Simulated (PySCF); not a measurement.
Dipole moment and polarisability of `C=C(C)CC(C)=O`

Species: C6H10O.
Cartesian coordinates in Å at the GFN2-xTB level; atoms count from 1:
```
atom  x, y, z in Å
C1    -0.2150   -1.7476    0.5723
C2    -0.7069   -0.5704    0.2208
C3    -1.9990   -0.4067   -0.5138
C4     0.0206    0.7186    0.5217
C5     0.6335    1.2099   -0.7785
C6     2.0269    0.7054   -1.0367
O7     0.0315    1.9117   -1.5501
H8     0.7116   -1.8471    1.1126
H9    -0.7341   -2.6639    0.3488
H10   -1.8759    0.2984   -1.3344
H11   -2.3525   -1.3565   -0.9060
H12   -2.7591   -0.0044    0.1564
H13   -0.6936    1.4625    0.8785
H14    0.7961    0.5537    1.2682
H15    2.7124    1.1699   -0.3301
H16    2.0591   -0.3708   -0.8847
H17    2.3375    0.9494   -2.0491
```

Level: CAM-B3LYP/def2-SVPD (PySCF), static field, nuclei fixed, core orbitals frozen in the response. The polarisability tensor in these axes (au):

```
x   76.84 -1.82  1.72
y   -1.82 80.72 -9.73
z    1.72 -9.73 66.29
```

Problem. What are the eigenvalues, a third of the trace, and Δα (Δα² = ½Σ(αi − αj)² over the three pairs)?

Solution. Principal values 61.36, 76.26 and 86.23 au; mean 74.62 au = 11.06 Å³ = 12.30 × 10⁻⁴⁰ C²·m²/J; Δα = 21.68 au (29 % of the mean).

Problem. What is the dipole moment, and where does it point?

Solution. (1.16, -1.53, 1.72) D, 2.58 D in size, pointing from the negative to the positive side. Measured along this direction, the outermost atoms are O7 at the negative end and H8 at the positive end.

Problem. Molar refractivity from α?

Solution. Lorentz–Lorenz: R = (4π/3)N_A α = 2.5225 cm³/(mol·Å³) × 11.06 Å³ = 27.9 cm³/mol, in the limit of long wavelengths.

Problem. Traceless (Buckingham) quadrupole moment about the centre of nuclear charge: eigenvalues?

Solution. -10.05, 2.47, 7.58 D·Å. The values depend on the origin, since the dipole doesn't vanish. The electronic extent ⟨r²⟩ about the same centre is 845 bohr², a root-mean-square distance of 2.09 Å for the 54 electrons.

Problem. Orientational against electronic polarisability at 500 K (dilute gas, rigid molecules)?

Solution. In Gaussian units μ²/3kT = 32.12 Å³ against 11.06 Å³, a ratio of 2.90; the Debye molar polarisation (4π/3)N_A(α + μ²/3kT) is 108.9 cm³/mol, leaving out the vibrational part.

Problem. What would n − 1 = 2πNα be for an ideal gas of these molecules at 298.15 K and 1 atm, electronic part alone?

Solution. N = p/kT = 2.4615 × 10¹⁹ cm⁻³, so n − 1 = 2π × N × 11.06 × 10⁻²⁴ cm³ = 1710 × 10⁻⁶ at long wavelengths.

Problem. Give the principal axes and the span of the nuclei along them.

Solution. Largest value along (-0.25, 0.86, -0.44), where the nuclei span 4.59 Å; middle along (0.97, 0.24, -0.07), 5.61 Å; least along (-0.05, 0.44, 0.89), 2.99 Å. The strongest response doesn't lie along the longest of the three spans.

One conformer (not necessarily the lowest) at the GFN2-xTB geometry, without solvent, vibrations or thermal averaging.

These values come from a run that also computed excited states. Hardware: one thread, Arm Neoverse N1, no GPU, shared host. Cost: 83 s.
